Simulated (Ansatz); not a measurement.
Relaxation of C$_{2}$H$_{8}$Ge (11 atoms, charge 0, multiplicity 1), to a largest force component of 0.02 eV/Å in at most 40 steps.

Computed with RKS PBE-D4/def2-SVP in Ansatz.

```xyz
11
Properties=species:S:1:pos:R:3:forces:R:3
Ge 0.000 0.000 0.000 0.04 0.03 0.04
H 0.000 0.000 1.550 -0.02 0.05 0.10
C 1.848 0.000 -0.653 0.11 0.11 0.01
H 2.196 -1.046 -0.781 0.05 0.11 0.01
H 1.897 0.528 -1.628 0.11 -0.09 0.07
H 2.500 0.519 0.081 0.05 -0.04 -0.17
H -0.730 1.265 -0.516 -0.06 0.13 0.05
C -0.923 -1.599 -0.653 -0.18 -0.09 -0.03
H -1.423 -2.111 0.196 -0.01 -0.04 -0.18
H -1.683 -1.307 -1.407 0.05 -0.17 0.06
H -0.187 -2.288 -1.118 -0.13 -0.01 0.03
```

Question: Where does it end, and by what steps?

Answer: The run converged. The force dipped under the threshold on the way, but the program's further checks kept it going. After 12 steps the energy has fallen by 0.087 eV; H9 moved furthest, 0.79 Å.

```json
{"step": "0", "energy less start (eV)": "0.0000", "largest force component (eV/Å)": "0.183", "accepted": "yes"}
{"step": "1", "energy less start (eV)": "-0.0255", "largest force component (eV/Å)": "0.111", "accepted": "yes"}
{"step": "2", "energy less start (eV)": "-0.0340", "largest force component (eV/Å)": "0.106", "accepted": "yes"}
{"step": "3", "energy less start (eV)": "-0.0396", "largest force component (eV/Å)": "0.426", "accepted": "yes"}
{"step": "4", "energy less start (eV)": "-0.0556", "largest force component (eV/Å)": "0.121", "accepted": "yes"}
{"step": "5", "energy less start (eV)": "-0.0731", "largest force component (eV/Å)": "0.027", "accepted": "yes"}
{"step": "6", "energy less start (eV)": "-0.0554", "largest force component (eV/Å)": "0.690", "accepted": "no"}
{"step": "7", "energy less start (eV)": "-0.0797", "largest force component (eV/Å)": "0.022", "accepted": "yes"}
{"step": "8", "energy less start (eV)": "-0.0821", "largest force component (eV/Å)": "0.186", "accepted": "yes"}
{"step": "9", "energy less start (eV)": "-0.0853", "largest force component (eV/Å)": "0.102", "accepted": "yes"}
{"step": "10", "energy less start (eV)": "-0.0869", "largest force component (eV/Å)": "0.004", "accepted": "yes"}
{"step": "11", "energy less start (eV)": "-0.0873", "largest force component (eV/Å)": "0.008", "accepted": "yes"}
{"step": "12", "energy less start (eV)": "-0.0874", "largest force component (eV/Å)": "0.007", "accepted": "yes"}
```

```xyz
11
Properties=species:S:1:pos:R:3
Ge 0.058 -0.100 0.123
H 0.236 -0.364 1.648
C 1.826 0.075 -0.728
H 2.409 -0.859 -0.599
H 1.712 0.271 -1.812
H 2.397 0.910 -0.278
H -0.735 1.229 -0.044
C -0.954 -1.582 -0.689
H -1.950 -1.683 -0.214
H -1.099 -1.400 -1.772
H -0.406 -2.537 -0.563
```

Whether the end is a true minimum wasn't checked by a vibrational analysis.

The run took 22 s on 2 threads of Arm Neoverse V1, on a shared host, peak memory 0.14 GiB.
